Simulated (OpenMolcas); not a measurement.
**Levels of Mo I by method**

```yaml
Program: OpenMolcas 26.06
Basis: ANO-RCC-VTZP [7s6p4d2f1g]
Scalar_Hamiltonian: DKH2, point nucleus
Active_space: 6 electrons in 9 orbitals (RAS2 4d 5s; RAS3 5p, at most 2 electrons)
State_averaging: 2S+1 = 7 even, 1 root; 2S+1 = 5 even, 30 roots kept (CI in the orbitals of an earlier block); 2S+1 = 3 even, 72 roots kept (CI in the orbitals of an earlier block); 2S+1 = 1 even, 23 roots kept (CI in the orbitals of an earlier block); 2S+1 = 7 odd, 18 roots; 2S+1 = 5 odd, 13 roots kept (CI in the orbitals of an earlier block); 2S+1 = 3 odd, 3 roots kept (CI in the orbitals of an earlier block, 0 in the spin-orbit step)
Spin-orbit_coupling: RASSI with atomic mean-field integrals over the reference wave functions, term energies averaged over their components
```

Methods on the same reference wave functions:
A. RASSCF
B. SS-RASPT2, IPEA 0.25 Eh, imaginary shift 0.1 Eh (closed shells correlated: 4s 4p)
C. MS-RASPT2, IPEA 0.25 Eh, imaginary shift 0.1 Eh (closed shells correlated: 4s 4p)

Energies in cm-1 above 4d5 5s 7S3, the measured ground level; measured values from NIST Handbook of Basic Atomic Spectroscopic Data.

| Level | A | B | C | Measured |
| --- | --- | --- | --- | --- |
| 4d5 5s 7S3 | 0.0 | 0.0 | 0.0 | 0.0 |
| 4d5 5s 5S2 | 13811 | 11270 | 11270 | 10768 |
| 4d4 5s2 5D0 | 17300 | 11470 | 11120 | 10966 |
| 4d4 5s2 5D1 | 17443 | 11610 | 11280 |  |
| 4d4 5s2 5D2 | 17706 | 11870 | 11580 |  |
| 4d4 5s2 5D3 | 18062 | 12230 | 11990 |  |
| 4d4 5s2 5D4 | 18499 | 12660 | 12480 |  |
| 4d5 5s 5G2 | 22006 | 18740 | 18740 | 16641 |
| 4d5 5s 5G3 | 22044 | 18780 | 18780 |  |
| 4d5 5s 5G4 | 22086 | 18830 | 18830 |  |
| 4d5 5s 5G5 | 22123 | 18870 | 18870 |  |
| 4d5 5s 5G6 | 22143 | 18890 | 18890 |  |
| 4d4 5s 5p 7F* 0 | 23819 | 29310 | 29310 |  |
| 4d4 5s 5p 7F* 1 | 23927 | 29410 | 29410 |  |
| 4d4 5s 5p 7F* 2 | 24144 | 29630 | 29630 |  |
| 4d5 5s 5P3 | 24185 | 20420 | 20420 |  |
| 4d5 5s 5P2 | 24275 | 20530 | 20550 |  |
| 4d5 5s 5P1 | 24371 | 20720 | 20740 |  |
| 4d4 5s 5p 7F* 3 | 24470 | 29960 | 29960 |  |
| 4d4 5s 5p 7F* 4 | 24907 | 30390 | 30390 |  |
| 4d4 5s 5p 7P* 4 [71 %] | 25499 | 29050 | 27390 |  |
| 4d5 5s 5D0 | 27539 | 21960 | 22330 |  |
| 4d5 5s 5D1 | 27625 | 22150 | 22470 |  |
| 4d5 5s 5D4 | 27711 | 22140 | 22330 |  |

Deviations, from unrounded energies. A percentage is the sum of absolute deviations over the sum of measured energies, with the sign that they share, or ± where signs differ.

```
                        Against measurement  Levels      A     B     C
             mean absolute deviation (cm-1)       3   4900  1000   920
other terms of the ground configuration (%)       2  +30.7  +9.5  +9.5
                   other configurations (%)       1  +57.8  +4.6  +1.4
```

C lies closest to measurement on these levels and A furthest from it. The largest miss of C in the table is 4d5 5s 5G2, by +2100 cm-1. The ranking rests on the paired levels alone, and a cruder setting can come out closer through cancelling errors.

Between B and C the level of the table that moves most is 4d4 5s 5p 7P* 4 [71 %], by 1700 cm-1 (lowest in C, highest in B). Moves below CASPT2's spread within the term are not significant.

The mean deviations of B to C differ by less than CASPT2's widest spread within a term (380 cm-1), so their order carries little weight.

From A to B the spin-free energies of the other terms of 4d5 5s shown, above 7S, scale by factors of 0.80 to 0.85.

The lowest spin-free term lies below A's lowest term by 0.399 hartree in B, 0.399 hartree in C.

Term energies are means over components that CASPT2 splits; among the terms shown or strongly mixed into the levels shown the widest spread is 380 cm-1 (4d5 5s 5G, C). Some high roots are left out of the spin-orbit mixing, which shifts the levels that they would mix with. Terms from blocks run as CI alone lack orbitals of their own. Configurations are named by rounded mean occupations; where the s occupation lies near a half they are strongly mixed, a name can repeat and a true partner stay unpaired. A single d shell beside an s shell can misplace configurations of different d count against each other. Without dynamic correlation excited terms often stand tens of per cent too high (terms of higher spin than the ground term too low), and those without a measured partner can miss by more than the paired ones (holds for A). Blocks of more than 70 roots (2S+1 = 3 even) ran without multistate coupling (holds for C). Computed and measured levels are paired by configuration, term and J; levels that our copy of the source lacks, or whose pairing is in doubt (as where it misses far off the trend of its configuration), stay unpaired and out of the deviations. Levels of configurations outside the active space are missing. The table leaves out levels that lie high or whose names do not pair safely across all columns.

A share in square brackets marks a mixed level and gives the weight of the term that names it, the lowest over the columns. * marks odd parity.
